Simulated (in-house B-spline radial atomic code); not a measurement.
Atomic self-consistent-field run: Sr. Method: non-relativistic TPSSh, spin-polarised, spherical fractional occupations, exact exchange averaged over the configuration, point nucleus. Calculated with a radial B-spline atomic code at the basis-set limit.

Command:
```bash
python run_scf.py task.json out
```
Settings:
```
Z                38
configuration    [Kr] 5s2
hamiltonian      nr
method           tpssh
spin_polarised   True
exact_exchange   averaged over the configuration
```

Output (hartree, bohr):
```
 radial grid: 59 intervals, B-splines of order 8, outer radius 50 bohr

 iter        energy (Eh)    residual
    1       -3133.244405    5.85e-02
    2       -3133.247875    1.52e-03
    3       -3133.247919    6.04e-04
    4       -3133.247925    3.72e-04
    5       -3133.247928    8.33e-05
    6       -3133.247928    1.68e-05
    7       -3133.247928    4.60e-06
    8       -3133.247928    1.07e-06
    9       -3133.247928    1.49e-07

 total energy                     -3133.24793
 kinetic                            3131.5948
 electron-nucleus                  -7469.9816
 Hartree                            1308.7451
 exact exchange                      -10.1889
 exchange-correlation                -93.4173

 orbital      occ     eigenvalue          <r>       <r^2>       <1/r>       <r^4>     <1/r^3>       r_max
 1s up      1.000      -575.4454    0.0401663  0.00215976     37.5031 1.18403e-05           -     0.02655
 1s down    1.000      -575.4454    0.0401663  0.00215976     37.5031 1.18403e-05           -     0.02655
 2s up      1.000       -77.1089     0.176813   0.0367811     8.38472  0.00232119           -      0.1491
 2s down    1.000       -77.1089     0.176813   0.0367811     8.38472  0.00232119           -      0.1491
 2p up      3.000       -70.1657     0.152233   0.0282784     8.36093  0.00158908     1658.31      0.1178
 2p down    3.000       -70.1657     0.152233   0.0282784     8.36093  0.00158908     1658.31      0.1178
 3s up      1.000       -12.0548     0.502477    0.289521     2.83123    0.131155           -      0.4453
 3s down    1.000       -12.0548     0.502477    0.289521     2.83123    0.131155           -      0.4453
 3p up      3.000        -9.5011     0.502891    0.294915     2.72563    0.144191      253.33      0.4349
 3p down    3.000        -9.5011     0.502891    0.294915     2.72563    0.144191      253.33      0.4349
 3d up      5.000        -4.9051     0.496942    0.300625     2.50905    0.183885     35.0459      0.3769
 3d down    5.000        -4.9051     0.496942    0.300625     2.50905    0.183885     35.0459      0.3769
 4s up      1.000        -1.5235      1.38544     2.17851    0.961714      7.3123           -       1.215
 4s down    1.000        -1.5235      1.38544     2.17851    0.961714      7.3123           -       1.215
 4p up      3.000        -0.8839      1.57121     2.84135    0.840944     13.2812     27.9487       1.332
 4p down    3.000        -0.8839      1.57121     2.84135    0.840944     13.2812     27.9487       1.332
 5s up      1.000        -0.1355      4.45895     22.5478    0.280713     797.022           -       3.859
 5s down    1.000        -0.1355      4.45895     22.5478    0.280713     797.022           -       3.859

 Slater integrals (Eh)
   F0(4p up,4p up)               0.574296
   F2(4p up,4p up)               0.301905
   F0(4p up,4p down)             0.574296
   F2(4p up,4p down)             0.301905
   F0(4p up,5s up)               0.256194
   G1(4p up,5s up)               0.015117
   F0(4p up,5s down)             0.256194
   F0(4p down,4p down)           0.574296
   F2(4p down,4p down)           0.301905
   F0(4p down,5s up)             0.256194
   F0(4p down,5s down)           0.256194
   G1(4p down,5s down)           0.015117
   F0(5s up,5s up)               0.202349
   F0(5s up,5s down)             0.202349
   F0(5s down,5s down)           0.202349
```

Time taken, with all properties: 0.87 s on 1 thread of Arm Neoverse N1 (shared host).
